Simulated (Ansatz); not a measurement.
Two isomers of C2H7NSi: A = `C[SiH2]C=N`, B = `CC(=N)[SiH3]`.

Calculated with Ansatz (gas phase, PBE0-D4/def2-TZVP geometries, no zero-point term in ΔE). CCSD(T)/CBS adds triple-zeta CCSD(T) − MP2 to the extrapolated MP2 energy (def2 sets, frozen cores). DFT in def2-TZVPP. B3LYP here is the variant with VWN-RPA as its local correlation; programs differ in this. One conformer a species, not always the lowest.

Problem. Which isomer does CCSD(T)/CBS put lower? Give the gap. (Best estimate.)

Solution. The calculation gave: A, by 4.7 kcal/mol.

Problem. Give E(B) − E(A) in kcal/mol with CCSD(T)/def2-TZVPP, B3LYP, B3LYP-D4, PBE-D4, ωB97M-V, PBE0-D4, r2SCAN-D4. (An estimate is asked.)

Solution. Ansatz gave: CCSD(T)/def2-TZVPP 4.6, B3LYP 4.6, B3LYP-D4 4.1, PBE-D4 3.9, ωB97M-V 4.9, PBE0-D4 4.2, r2SCAN-D4 4.3. None reverses the order clearly.

Problem. Does the order hold for the free energy at 298.15 K (harmonic terms from PBE0-D4)? (Best estimate.)

Solution. Computed: Yes: G(B) − G(A) = +4.2 kcal/mol, for one conformer each.

Largest T1 diagnostic: 0.012.

Leaving LDA and LC-ωPBE aside and taking each functional with its dispersion term where it has one, the values, not all of them listed here, spread over 1.3 kcal/mol, from revPBE-D4 to ωB97M-V. LDA lies −1.8 kcal/mol from PBE without D4. At CCSD(T), def2-SVP lies −3.1 kcal/mol from the extrapolated value and def2-TZVPP −0.2 kcal/mol.
